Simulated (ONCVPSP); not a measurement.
## Varying the ONCV potential for scandium

Base potential:

* Element: scandium
* Generator: ONCVPSP 4.0.1
* Type: optimised norm-conserving Vanderbilt (ONCV)
* Functional: PBE
* Relativity: scalar-relativistic
* Frozen core: [Ne]
* Valence charge: 11
* Reference configuration: 3s2 3p6 3d1 (charge +2)
* Partial waves: 3s: rc 1.75 bohr, ncon 4, nbas 9, qcut 8.1 1/bohr, 2 projectors, debl 2.1 Ha; 3p: rc 1.65 bohr, ncon 5, nbas 9, qcut 8.5 1/bohr, 3 projectors, debl 3.1 Ha; 3d: rc 2.85 bohr, ncon 5, nbas 9, qcut 5.7 1/bohr, 1 projector
* Local potential: polynomial inside 1.40 bohr (lpopt 5, dvloc0 -1 Ha)
* Core correction: Teter function, fcfact 4.25, rcfact 1.25

In the s channel the program set the typed energies aside and used -2.587, 0.250 Ha.

All-electron outer shells of the reference configuration (PBE, scalar-relativistic, ld1.x):

| shell | level (eV) | outermost node (bohr) | outermost maximum (bohr) |
| --- | --- | --- | --- |
| 3s | -70.40 | 0.42 | 0.92 |
| 3p | -48.95 | 0.39 | 0.97 |
| 3d | -17.91 | – | 1.08 |

Cutoffs, loose and tight: the cutoffs (Ha) at which the residual kinetic energy of the hardest occupied pseudo-wave falls to 1 and 0.1 mHa per electron. They do not see the model core or the augmentation charge, which bear on the density cutoff. Test errors are all-electron minus pseudo excitation energies from the reference, over the configurations 3s2 3p6 3d1 4s2; 3s2 3p6 3d1 4s1; 3s2 3p6 3d0; 3s2 3p6 3d2. A dash means not determined; rows that change the core or the reference have their own tests.

```tsv
change	outcome	cutoff, loose	cutoff, tight	bound ghosts	GHOST(+) flags above zero	largest test error (meV)
base	generated, projector energies reset by the program	19 Ha	23 Ha	none	none	+441
d: qcut 3.8	generated, projector energies reset by the program	33 Ha	38 Ha	none	none	+797
core correction Teter function, fcfact 2.7, rcfact 1.25	generated, projector energies reset by the program	19 Ha	23 Ha	none	none	+441
s: ncon 5, nbas 10	generated, projector energies reset by the program	21 Ha	25 Ha	none	none	+441
core correction none	generated, projector energies reset by the program	19 Ha	23 Ha	none	none	+441
core correction Teter function, fcfact 4.25, rcfact 1.76	generated, projector energies reset by the program	19 Ha	23 Ha	none	none	+441
local potential polynomial inside 1.05 bohr (lpopt 5, dvloc0 0 Ha)	generated, projector energies reset by the program	19 Ha	23 Ha	none	none	+441
s: qcut 11.7	failed: ERROR pspot: first pseudo wave function has node, program will stop	–	–	–	–	–
```
